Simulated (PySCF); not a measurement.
Screening by computed properties: pick the candidate that meets the target.

Each SMILES stands for a single optimised conformer of the isolated species, non-relativistic unless stated. Electronic properties by PySCF.

The conformers computed, where there is a choice (atom-mapped SMILES and torsion angles):
- `[F:1][CH2:2][CH2:3][F:4]`: F1–C2–C3–F4 86°
- `[CH3:1][C:2](=[O:3])[NH:4][CH2:5][CH:6]1[CH2:7][CH2:8][CH2:9]1`: C1–C2–N4–C5 -176°, C2–N4–C5–C6 109°, N4–C5–C6–C7 74°
- `[CH3:1][C:2](=[S:3])[NH:4][CH:5]1[CH2:6][CH2:7][CH2:8]1`: C1–C2–N4–C5 4°, C2–N4–C5–C6 101°
- `[CH2:1]=[CH:2][c:3]1[n:4][n:5][nH:6][c:7]1[CH:8]([CH3:9])[CH3:10]`: C1–C2–C3–N4 0°, N6–C7–C8–C9 62°
- `[O:1]=[C:2]([OH:3])/[CH:4]=[CH:5]/[F:6]`: O1–C2–C4–C5 0°, H–O3–C2–O1 0°
- `[CH2:1]=[C:2]([SiH2:3][CH:4]([SiH3:5])[SiH3:6])[C:7](=[O:8])[OH:9]`: C1–C2–Si3–C4 97°, C2–Si3–C4–Si5 73°, C1–C2–C7–O8 -163°, H–O9–C7–C2 179°
- `[cH:1]1[cH:2][cH:3][c:4]([C@@H:5]2[CH2:6][SiH2:7]2)[n:8][cH:9]1`: C3–C4–C5–C6 -151°

Question: Wanted: HOMO–LUMO gap above 6.7 eV (PBE0/pcSseg-1) and dipole moment above 3 D (PBE0/pcSseg-1), at GFN2-xTB geometries. Which candidate meets both?
A. `CC(=O)NCC1CCC1` (C7H13NO)
B. `C(/C(=O)O)=C\F` (C3H3FO2)
C. `C=C([SiH2]C([SiH3])[SiH3])C(=O)O` (C4H12O2Si3)
D. `c1c(nccc1)[C@H]1[SiH2]C1` (C7H9NSi)
E. `[nH]1c(C(C)C)c(nn1)C=C` (C7H11N3)
F. `CC(=S)NC1CCC1` (C6H11NS)
G. `FCCF` (C2H4F2)

Answer: A. Computed values:
```csv
species,HOMO–LUMO gap,dipole moment
CC(=S)NC1CCC1 (C6H11NS),5.18 eV,5.22 D
c1c(nccc1)[C@H]1[SiH2]C1 (C7H9NSi),5.61 eV,1.24 D
[nH]1c(C(C)C)c(nn1)C=C (C7H11N3),6.12 eV,4.97 D
C=C([SiH2]C([SiH3])[SiH3])C(=O)O (C4H12O2Si3),6.44 eV,2.03 D
C(/C(=O)O)=C\F (C3H3FO2),6.87 eV,1.04 D
CC(=O)NCC1CCC1 (C7H13NO),8.06 eV,3.75 D
FCCF (C2H4F2),10.95 eV,2.42 D
```

Question: Wanted: HOMO energy above -6.5 eV (PBE0/pcSseg-1) and smallest rotational constant below 1 GHz (GFN2-xTB), at GFN2-xTB geometries. Which candidate meets both?
A. `C(/C(=O)O)=C\F` (C3H3FO2)
B. `C(CF)F` (C2H4F2)
C. `CC(=S)NC1CCC1` (C6H11NS)
D. `CC(=O)NCC1CCC1` (C7H13NO)

Answer: C. Computed values:
```csv
species,HOMO energy,smallest rotational constant
C(CF)F (C2H4F2),-9.38 eV,4.247 GHz
C(/C(=O)O)=C\F (C3H3FO2),-8.29 eV,1.613 GHz
CC(=O)NCC1CCC1 (C7H13NO),-7.15 eV,0.671 GHz
CC(=S)NC1CCC1 (C6H11NS),-5.83 eV,0.765 GHz
```
